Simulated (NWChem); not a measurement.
System: C₂H₂BrI; SMILES Br/C=C\I

Input file for NWChem:

```
start job
memory heap 200 mb stack 900 mb global 1100 mb
geometry units angstroms noautoz
  Br     0.297368    -2.122164     0.000000
  C     -1.292944    -1.147414     0.000000
  C     -1.402945     0.180167     0.000000
  I      0.161175     1.546739     0.000000
  H     -2.188996    -1.773819     0.000000
  H     -2.393557     0.641512     0.000000
end
basis spherical
  * library def2-svpd
end
ecp
  I library def2-ecp
end
dft
  xc pbe0
  iterations 150
end
tddft
  cis
  nroots 6
  notriplet
end
task tddft energy
```

Coordinates come from a PBE0/def2-SVP optimisation. Not confirmed as a minimum by frequencies. def2 effective core potentials on I; no spin-orbit coupling.

Vertical excitations in the gas phase.

Problem. What results follow from this input? (PBE0/def2-SVPD with def2 effective core potentials on I, TDA.) Quantities: lowest excitation, singlet (eV); oscillator strength of that lowest state; lowest state with f > 0.02, singlet (eV); oscillator strength of that bright state; orbital gap (eV).

Solution. 
```yaml
lowest excitation, singlet (eV): 4.58
oscillator_strength_of_that_lowest_state: 0.000
lowest state with f > 0.02, singlet (eV): 5.75
oscillator_strength_of_that_bright_state: 0.221
orbital gap (eV): 5.96
```
